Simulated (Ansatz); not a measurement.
Which isomer of GeH6OSn gives these data?

These gas-phase data were calculated for one isomer of GeH6OSn at B3LYP-D3(BJ)/def2-SVP (harmonic, unscaled wavenumbers; equilibrium rotational constants with average atomic masses):

| Item | Value |
| --- | --- |
| rotational constants | 7.986, 1.296, 1.155 GHz |
| all wavenumbers above 1500 cm⁻¹ | 3830, 2133, 2124, 2113, 1914, 1862 |

Candidates:

(1) `[OH][SnH2][GeH3]`, a singlet
(2) `[GeH3][O][SnH3]`, a singlet
(3) `[OH][GeH2][SnH3]`, a singlet

Problem. Which structure fits?

Solution. Candidate (1). The band at 3830 cm⁻¹ lies where the O–H stretch is expected; (2) has no mode between 3300 and 4000 cm⁻¹. 2 modes lie between 1650 and 2000 cm⁻¹, one for each Sn–H bond, while (3) has 3.

The same quantities for all candidates:

```
     rotational constants (GHz)         wavenumbers above 1500 cm⁻¹  E above the lowest, B3LYP-D3(BJ)/def2-SVP (kcal/mol)
(1)         7.986, 1.296, 1.155  3830, 2133, 2124, 2113, 1914, 1862                                                   2.0
(2)        22.01, 0.881, 0.8683  2141, 2102, 2098, 1933, 1901, 1896                                                   4.1
(3)         9.672, 1.225, 1.122  3830, 2079, 2075, 1909, 1903, 1891                                                   0.0
```

Each candidate is one conformer. Atoms past krypton carry core potentials. Programs: Ansatz 0.2.0.
